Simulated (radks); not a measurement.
All-electron atom: the barium ion Ba2+ in [Xe]. Calculated with a radial shooting solver on a logarithmic mesh with Libxc functionals: non-relativistic Kohn-Sham, exchange-only PBE, spin-polarised, spherical densities, point nucleus; relativity is left out, which matters for an element this heavy.

X-ray form factor f0, the Fourier transform of the density (f0(0) = 54):

sin(theta)/lambda (1/angstrom)  f0 (electrons)
0.05                                    53.181
0.1                                     50.951
0.15                                    47.857
0.2                                     44.492
0.25                                    41.277
0.3                                     38.398
0.4                                     33.643
0.5                                     29.770
0.6                                     26.438
0.8                                     21.273
1                                       17.952
1.25                                    15.197
1.5                                     12.887
2                                        8.906
